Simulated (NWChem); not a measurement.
Program: NWChem. System: CHO₂, charge 0, spin multiplicity 2, displaced from the optimised geometry. The structure started from a generated list of species. Its SCF solution wasn't tested for a lower state. Level: UBP86/def2-TZVP.

Input file:

```
start mol
memory heap 200 mb stack 900 mb global 1100 mb
geometry units angstroms nocenter noautoz noautosym
  O     -0.964181     0.694379     0.000000
  C     -0.311616    -0.319540     0.000000
  O      1.014316    -0.502811     0.000000
  H      1.468613     0.384695     0.000000
end
basis spherical
  * library def2-tzvp
end
dft
  xc becke88 perdew86
  odft
  mult 2
  semidirect memsize 60000000 filesize 0
  iterations 100
end
task dft gradient
```

Output (cleaned and shortened):

```
             Northwest Computational Chemistry Package (NWChem) 7.3.0
             --------------------------------------------------------

                                NWChem Input Module
                                -------------------

 Scaling coordinates for geometry "geometry" by  1.889725989
 (inverse scale =  0.529177249)

                             Geometry "geometry" -> ""
                             -------------------------

 Output coordinates in angstroms (scale by  1.889725989 to convert to a.u.)

  No.       Tag          Charge          X              Y              Z
 ---- ---------------- ---------- -------------- -------------- --------------
    1 O                    8.0000    -0.96418100     0.69437900     0.00000000
    2 C                    6.0000    -0.31161600    -0.31954000     0.00000000
    3 O                    8.0000     1.01431600    -0.50281100     0.00000000
    4 H                    1.0000     1.46861300     0.38469500     0.00000000

 Effective nuclear repulsion energy (a.u.)      62.3181687154

            Nuclear Dipole moment (a.u.)
            ----------------------------
        X                 Y               Z
 ---------------- ---------------- ----------------
    -0.0000056692    -0.0000018897     0.0000000000


 Summary of "ao basis" -> "" (spherical)
 ------------------------------------------------------------------------------
       Tag                 Description            Shells   Functions and Types
 ---------------- ------------------------------  ------  ---------------------
 *                         def2-tzvp                  on all atoms

  perdew86 is a nonlocal functional; adding perdew81 local functional.

                                 NWChem DFT Module
                                 -----------------

 Summary of "ao basis" -> "ao basis" (spherical)
 ------------------------------------------------------------------------------
       Tag                 Description            Shells   Functions and Types
 ---------------- ------------------------------  ------  ---------------------
 O                         def2-tzvp                11       31   5s3p2d1f
 C                         def2-tzvp                11       31   5s3p2d1f
 H                         def2-tzvp                 4        6   3s1p

 Summary of "ao basis" -> "ao basis" (spherical)
 ------------------------------------------------------------------------------
       Tag                 Description            Shells   Functions and Types
 ---------------- ------------------------------  ------  ---------------------
 O                         def2-tzvp                11       31   5s3p2d1f
 C                         def2-tzvp                11       31   5s3p2d1f
 H                         def2-tzvp                 4        6   3s1p

            General Information
            -------------------
          SCF calculation type: DFT
          Wavefunction type:  spin polarized.
          No. of atoms     :     4
          No. of electrons :    23
           Alpha electrons :    12
            Beta electrons :    11
          Charge           :     0
          Spin multiplicity:     2
          Use of symmetry is: off; symmetry adaption is: off
          Maximum number of iterations: 100
          AO basis - number of functions:    99
                     number of shells:    37
          Convergence on energy requested:  1.00D-06
          Convergence on density requested:  1.00D-05
          Convergence on gradient requested:  5.00D-04

              XC Information
              --------------
                    Becke 1988 Exchange Functional  1.000
                Perdew 1981 Correlation Functional  1.000 local
                Perdew 1986 Correlation Functional  1.000 non-local

             Grid Information
             ----------------
          Grid used for XC integration:  medium
          Radial quadrature: Mura-Knowles
          Angular quadrature: Lebedev.
          Tag              B.-S. Rad. Rad. Pts. Rad. Cut. Ang. Pts.
          ---              ---------- --------- --------- ---------
          O                   0.60       49           8.0       434
          C                   0.70       49           8.0       434
          H                   0.35       45           8.0       434
          Grid pruning is: on
          Number of quadrature shells:   192
          Spatial weights used:  Erf1

          Convergence Information
          -----------------------
          Convergence aids based upon iterative change in
          total energy or number of iterations.
          Levelshifting, if invoked, occurs when the
          HOMO/LUMO gap drops below (HL_TOL):  1.00D-02
          DIIS, if invoked, will attempt to extrapolate
          using up to (NFOCK): 10 stored Fock matrices.

                    Damping( 0%)  Levelshifting(0.5)       DIIS
                  --------------- ------------------- ---------------
          dE  on:    start            ASAP                start
          dE off:    2 iters        100 iters           100 iters

      Screening Tolerance Information
      -------------------------------
          Density screening/tol_rho:  1.00D-10
          AO Gaussian exp screening on grid/accAOfunc:  14
          CD Gaussian exp screening on grid/accCDfunc:  20
          XC Gaussian exp screening on grid/accXCfunc:  20
          Schwarz screening/accCoul:  1.00D-08

      Superposition of Atomic Density Guess
      -------------------------------------

 Sum of atomic energies:        -187.73975190

      Non-variational initial energy
[...]
     6      0.366620  1 O  px                 9      0.294760  1 O  px
    69     -0.216112  3 O  py                12      0.186523  1 O  px
    72     -0.175265  3 O  py                38      0.172618  2 C  py
    41      0.113365  2 C  py                75     -0.109292  3 O  py
    35     -0.103352  2 C  s                 68      0.101788  3 O  px

 Vector   11  Occ=1.000000D+00  E=-3.229276D-01
              MO Center=  3.8D-02,  6.9D-02,  8.3D-10, r^2= 1.9D+00
   Bfn.  Coefficient  Atom+Function         Bfn.  Coefficient  Atom+Function
  ----- ------------  ---------------      ----- ------------  ---------------
    70     -0.353996  3 O  pz                 8      0.339094  1 O  pz
    73     -0.292563  3 O  pz                11      0.276345  1 O  pz
    76     -0.220077  3 O  pz                14      0.179942  1 O  pz
    39      0.071693  2 C  pz                42      0.057329  2 C  pz
    54      0.030594  2 C  d  1

 Vector   12  Occ=0.000000D+00  E=-1.504322D-01
              MO Center= -3.1D-01, -3.0D-01, -9.5D-11, r^2= 2.0D+00
   Bfn.  Coefficient  Atom+Function         Bfn.  Coefficient  Atom+Function
  ----- ------------  ---------------      ----- ------------  ---------------
    36      0.459616  2 C  s                 35      0.358758  2 C  s
    67     -0.347243  3 O  s                 38     -0.275527  2 C  py
    96      0.261825  4 H  s                  7      0.222053  1 O  py
    41     -0.215261  2 C  py                13      0.194903  1 O  py
    10      0.179020  1 O  py                66     -0.156667  3 O  s

 Vector   13  Occ=0.000000D+00  E=-3.950032D-02
              MO Center= -3.2D-01, -1.4D-01,  1.7D-10, r^2= 1.5D+00
   Bfn.  Coefficient  Atom+Function         Bfn.  Coefficient  Atom+Function
  ----- ------------  ---------------      ----- ------------  ---------------
    42      0.456596  2 C  pz                39      0.424239  2 C  pz
    45      0.423631  2 C  pz                14     -0.335509  1 O  pz
     8     -0.291008  1 O  pz                76     -0.244165  3 O  pz
    11     -0.239425  1 O  pz                70     -0.209024  3 O  pz
    73     -0.171349  3 O  pz

 Vector   14  Occ=0.000000D+00  E= 5.010527D-03
              MO Center=  1.4D+00,  5.6D-01,  5.5D-12, r^2= 2.6D+00
   Bfn.  Coefficient  Atom+Function         Bfn.  Coefficient  Atom+Function
  ----- ------------  ---------------      ----- ------------  ---------------
    96      1.417602  4 H  s                 67     -0.728261  3 O  s
    75     -0.403738  3 O  py                74     -0.234624  3 O  px
    95      0.234336  4 H  s                 36     -0.231450  2 C  s
    69     -0.213750  3 O  py                72     -0.168647  3 O  py
    68     -0.137828  3 O  px                65     -0.125367  3 O  s

   alpha - beta orbital overlaps
   -----------------------------

   alpha      1      2      3      4      5      6      7      8      9     10
    beta      1      2      3      4      5      6      7      8      9     10
 overlap   1.000  1.000  1.000  0.999  0.999  0.998  0.994  0.978  0.999  0.980

   alpha     11     12     13     14     15     16     17     18     19     20
    beta     11     12     13     14     15     16     18     17     19     20
 overlap   1.000  0.987  0.999  0.996  0.993  0.958  0.956  1.000  0.997  0.997

   alpha     21     22     23     24     25     26     27     28     29     30
    beta     21     22     23     24     25     26     27     28     29     30
 overlap   0.999  1.000  0.998  0.927  0.926  0.999  0.996  0.993  0.997  0.994

   alpha     31     32     33     34     35     36     37     38     39     40
    beta     31     32     33     34     35     36     37     38     39     40
 overlap   0.991  0.999  0.997  0.999  0.999  0.989  0.999  0.993  0.995  0.999

   alpha     41     42     43     44     45     46     47     48     49     50
    beta     41     42     43     44     45     46     47     48     49     50
 overlap   0.995  0.998  0.999  0.999  0.999  1.000  0.999  1.000  0.999  0.999

   alpha     51     52     53     54     55     56     57     58     59     60
    beta     51     52     53     54     55     56     57     58     59     61
 overlap   0.999  1.000  1.000  0.999  0.999  0.992  0.996  0.994  0.997  0.928

   alpha     61     62     63     64     65     66     67     68     69     70
    beta     60     62     63     64     65     66     67     68     69     70
 overlap   0.934  0.986  0.988  0.989  1.000  0.999  1.000  0.999  0.998  0.998

   alpha     71     72     73     74     75     76     77     78     79     80
    beta     71     72     73     74     75     76     77     78     79     80
 overlap   1.000  1.000  0.997  0.999  0.996  0.999  0.996  0.996  1.000  0.993

   alpha     81     82     83     84     85     86     87     88     89     90
    beta     81     82     83     84     85     86     87     88     89     90
 overlap   0.993  1.000  1.000  0.999  0.997  0.962  0.964  0.997  0.998  1.000

   alpha     91     92     93     94     95     96     97     98     99
    beta     91     92     93     94     95     96     97     98     99
 overlap   1.000  1.000  0.999  0.998  0.998  1.000  1.000  0.999  0.999

     --------------------------
     Expectation value of S2:
     --------------------------
      <S2> =      0.7525 (Exact =     0.7500)

 center of mass
 --------------
 x =  -0.06120439 y =  -0.01607031 z =   0.00000000

 moments of inertia (a.u.)
 ------------------
          46.877790956072          61.116537792662           0.000000000000
          61.116537792662         123.621306403976           0.000000000000
           0.000000000000           0.000000000000         170.499097360048

     Multipole analysis of the density
     ---------------------------------

     L   x y z        total         alpha         beta         nuclear
     -   - - -        -----         -----         ----         -------
     0   0 0 0     -0.000000    -12.000000    -11.000000     23.000000

     1   1 0 0      0.771532      0.749337      0.022201     -0.000006
     1   0 1 0      0.217232      0.433770     -0.216536     -0.000002
     1   0 0 1     -0.000000     -0.000000      0.000000      0.000000

     2   2 0 0    -12.183365    -40.327962    -37.589080     65.733677
     2   1 1 0      2.226654     15.553892     16.218747    -29.545984
     2   1 0 1     -0.000000      0.000000     -0.000000      0.000000
     2   0 2 0    -13.296157    -20.054972    -16.954745     23.713559
     2   0 1 1     -0.000000      0.000000     -0.000000      0.000000
     2   0 0 2    -12.238248     -6.538449     -5.699799      0.000000

            General Information
            -------------------
          SCF calculation type: DFT
          Wavefunction type:  spin polarized.
          No. of atoms     :     4
          No. of electrons :    23
           Alpha electrons :    12
            Beta electrons :    11
          Charge           :     0
          Spin multiplicity:     2
          Use of symmetry is: off; symmetry adaption is: off
          Maximum number of iterations: 100
          AO basis - number of functions:    99
                     number of shells:    37
          Convergence on energy requested:  1.00D-06
          Convergence on density requested:  1.00D-05
          Convergence on gradient requested:  5.00D-04

              XC Information
              --------------
                    Becke 1988 Exchange Functional  1.000
                Perdew 1981 Correlation Functional  1.000 local
                Perdew 1986 Correlation Functional  1.000 non-local

             Grid Information
             ----------------
          Grid used for XC integration:  medium
          Radial quadrature: Mura-Knowles
          Angular quadrature: Lebedev.
          Tag              B.-S. Rad. Rad. Pts. Rad. Cut. Ang. Pts.
          ---              ---------- --------- --------- ---------
          O                   0.60       49           8.0       434
          C                   0.70       49           8.0       434
          H                   0.35       45           8.0       434
          Grid pruning is: on
          Number of quadrature shells:   192
          Spatial weights used:  Erf1

          Convergence Information
          -----------------------
          Convergence aids based upon iterative change in
          total energy or number of iterations.
          Levelshifting, if invoked, occurs when the
          HOMO/LUMO gap drops below (HL_TOL):  1.00D-02
          DIIS, if invoked, will attempt to extrapolate
          using up to (NFOCK): 10 stored Fock matrices.

                    Damping( 0%)  Levelshifting(0.5)       DIIS
                  --------------- ------------------- ---------------
          dE  on:    start            ASAP                start
          dE off:    2 iters        100 iters           100 iters

      Screening Tolerance Information
      -------------------------------
          Density screening/tol_rho:  1.00D-10
          AO Gaussian exp screening on grid/accAOfunc:  14
          CD Gaussian exp screening on grid/accCDfunc:  20
          XC Gaussian exp screening on grid/accXCfunc:  20
          Schwarz screening/accCoul:  1.00D-08

                            NWChem DFT Gradient Module
                            --------------------------

  charge          =   0.00
  wavefunction    = open shell

                         DFT ENERGY GRADIENTS

    atom               coordinates                        gradient
                 x          y          z           x          y          z
   1 O      -1.822038   1.312186   0.000000   -0.010219   0.016145   0.000000
   2 C      -0.588869  -0.603843   0.000000    0.004634  -0.016003   0.000000
   3 O       1.916779  -0.950175   0.000000    0.002853  -0.004027  -0.000000
   4 H       2.775276   0.726968   0.000000    0.002732   0.003884  -0.000000

                 ----------------------------------------
                 |  Time  |  1-e(secs)   |  2-e(secs)   |
                 ----------------------------------------
                 |  CPU   |       0.01   |       4.01   |
                 ----------------------------------------
                 |  WALL  |       0.01   |       4.01   |
                 ----------------------------------------

 Task  times  cpu:       10.2s     wall:       10.2s

 Total times  cpu:       10.3s     wall:       10.3s
```
